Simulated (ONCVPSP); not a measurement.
# What one change does to a pseudopotential (Ru (Z = 44), ONCV)

| Item | Value |
| --- | --- |
| Element | ruthenium (Ru) |
| Generator | ONCVPSP 4.0.1 |
| Type | optimised norm-conserving Vanderbilt (ONCV) |
| Functional | PBE |
| Relativity | fully relativistic |
| Frozen core | [Kr] |
| Valence charge | 8 |
| Reference configuration | 4d7 5s1 |
| Partial waves | 5s: rc 2.35 bohr, ncon 5, nbas 10, qcut 2.5 1/bohr, 2 projectors, debl 3.7 Ha; p scattering state at 0.14 Ha: rc 2.30 bohr, ncon 3, nbas 7, qcut 3.2 1/bohr, 2 projectors, debl 2.8 Ha; 4d: rc 1.40 bohr, ncon 3, nbas 7, qcut 7.9 1/bohr, 2 projectors, debl 3.1 Ha |
| Local potential | polynomial inside 1.10 bohr (lpopt 5, dvloc0 -1 Ha) |
| Core correction | Teter function, parameters optimised by the program |

Open shells are filled in proportion to 2j + 1.

Change: core correction none.

Cutoffs: the cutoffs (Ha) at which the residual kinetic energy of the hardest occupied pseudo-wave falls to 1 and 0.1 mHa per electron; they do not see the model core or the augmentation charge, which bear on the density cutoff. Errors are all-electron minus pseudo energies relative to the spin-unpolarised reference configuration.

Problem. Predict the effect on cutoff, ghosts and configuration errors.

Solution. The potential gets neither clearly harder nor softer (24 Ha and 29 Ha → 24 Ha and 29 Ha); both files keep a bound ghost (p, s); of the 4 tests that both files solve, the error grows in 0 and shrinks in 4 by more than 15 % and 0.3 meV (median size 216.5 → 33.5 meV).

| quantity | base | changed |
| --- | --- | --- |
| cutoff, loose | 24 Ha | 24 Ha |
| cutoff, tight | 29 Ha | 29 Ha |
| bound ghosts | s, p3/2, p1/2 | s, p3/2, p1/2 |
| GHOST(+) flags under 300 eV | s at 115.3 eV | s at 115.3 eV |
| error for 4d7 5s0, meV [ΔE 7.29 eV] | -95 | +10 |
| error for 4d6 5s0, meV [ΔE 25.48 eV] | -335 | +57 |
| error for 4d5 5s0, meV [ΔE 56.10 eV] | -944 | +9.1 |
| error for 4d6 5s2, meV [ΔE 1.70 eV] | -98 | -57 |
| s: phases at 2.39 bohr within 0.05 rad from the reference energy up to (Ha; the scan ends near 5) | 3.8 | 3.8 |
| p3/2: phases at 2.34 bohr within 0.05 rad from the reference energy up to (Ha; the scan ends near 5) | 3.9 | 3.9 |
| p1/2: phases at 2.34 bohr within 0.05 rad from the reference energy up to (Ha; the scan ends near 5) | 3.9 | 3.9 |
| d5/2: phases at 1.42 bohr within 0.05 rad from the reference energy up to (Ha; the scan ends near 5) | to the end of the scan | to the end of the scan |
| d3/2: phases at 1.42 bohr within 0.05 rad from the reference energy up to (Ha; the scan ends near 5) | to the end of the scan | to the end of the scan |

 A true bound ghost makes a file unfit for plane-wave use even where its test errors are small: the radial tests pick states by their node count and pass the ghost by.
